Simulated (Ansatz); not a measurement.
```yaml
crystal:
  periodic: [false, false, false]
  atoms:
    - {symbol: N, position_ang: [1.389114, 0.587056, 0.106761]}
    - {symbol: Hf, position_ang: [-0.406091, -0.157910, -0.431980]}
    - {symbol: O, position_ang: [-1.203747, -0.818067, 1.167681]}
    - {symbol: F, position_ang: [-0.118273, -1.501794, -1.759311]}
    - {symbol: Cl, position_ang: [-1.730386, 1.543098, -1.417431]}
    - {symbol: H, position_ang: [2.133859, 0.842004, -0.527264]}
    - {symbol: H, position_ang: [1.691139, 0.762635, 1.054399]}
    - {symbol: H, position_ang: [-1.755615, -1.257023, 1.807143]}
basis:
  gaussian: {orbitals: def2-TZVPD}
magnetization: {spin_polarized: true, initial_magnetization: 2}
hamiltonian: {xc: {name: wB97}, pseudopotentials: {relativity: scalar}}
output: {forces: true}
```

```sh
$ ansatz run in.yaml --threads 4 --pin off --events-out ev --progress --plain --max-ram 10444MiB
```

It prints (some lines left out):

```
Functional definition: wB97
1360 factors; their error is unknown
519 factors; integrals over basis functions are off by at most 4.1e-5 eV
mean field evaluation 1: about -20162.0163 eV, gradient 5.7e1 eV
mean field evaluation 2: about -20150.3104 eV, gradient 8.4e1 eV
mean field evaluation 4: about -20173.9424 eV, gradient 4.3e0 eV
mean field evaluation 8: about -20174.6354 eV, gradient 7.6e-1 eV
mean field evaluation 16: about -20174.6976 eV, gradient 3.5e-1 eV
mean field evaluation 32: about -20174.9008 eV, gradient 1.1e-6 eV
mean field -20174.90076931 eV, -741.4139282331 hartree, gradient 1.3e-6 eV, S^2 2.005327; 6 other end points of the search recorded, 0 dependent functions left out
reference -20174.90076046 eV, -741.4139279081 hartree; 29, 27 occupied and 204, 206 virtual orbitals, 1360 factors
Total energy: -20174.90076046 eV, -741.4139279081 hartree
Relativity: scalar
Atom 0 at     1.389114     0.587056     0.106761 Å, force     3.519737     1.212440     0.596475 eV/Å
Atom 1 at    -0.406091    -0.157910    -0.431980 Å, force    -4.143888    -0.679968    -3.188621 eV/Å
Atom 2 at    -1.203747    -0.818067     1.167681 Å, force    -0.752686    -0.681184     2.099812 eV/Å
Atom 3 at    -0.118273    -1.501794    -1.759311 Å, force     0.451821    -0.971985    -0.556459 eV/Å
Atom 4 at    -1.730386     1.543098    -1.417431 Å, force    -0.278134     0.517655    -0.096013 eV/Å
Atom 5 at     2.133859     0.842004    -0.527264 Å, force     0.489435     0.485103    -0.062633 eV/Å
Atom 6 at     1.691139     0.762635     1.054399 Å, force     0.674117     0.080503     1.113011 eV/Å
Atom 7 at    -1.755615    -1.257023     1.807143 Å, force     0.039599     0.037436     0.094428 eV/Å
Dipole moment:     1.123124     0.083392     0.866705 e Å
```

Hardware: 4 threads of an Arm Neoverse V2 on a shared host. Wall time 56 s, peak host memory 1.2 GiB.
